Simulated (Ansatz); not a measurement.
The cluster Ga2P2⁻, relaxed as a doublet with UKS r2SCAN-D4/def2-SVPD in Ansatz, starting from the GFN1-xTB geometry. Force threshold 0.02 eV/Å.

The relaxation made no stability test and no search for a lower SCF solution. The structure comes from a short search, and lower isomers may exist.

Start:

```xyz
4

Ga   -1.660   -0.331   -0.239
Ga    1.449    0.262    0.226
P     0.505   -0.925   -1.444
P    -0.294    0.994    1.457
```

(1) Estimate the energy that the relaxation releases and the steps that it takes.

(2) Does the start keep its bonding and symmetry?

(3) Predict the relaxed structure.

Answers

(1) 12.5 kcal/mol, in 6 steps; 22 s on 4 threads of Arm Neoverse V2 on a shared host. No frequencies were taken in this run, so the end may be a saddle point.

(2) By distances, no bond broke or formed. The bond that changes most is Ga1–P4, from 2.55 to 2.32 Å (atoms count from 1). Point group C2v at the start, D2h at the end, both within 0.05 Å.

(3) 
```xyz
4

Ga   -1.343   -0.255   -0.202
Ga    1.343    0.255    0.202
P     0.417   -1.000   -1.511
P    -0.416    1.000    1.511
```
Bond lengths (bridged metal pairs left out): 4 × Ga–P 2.32 Å.
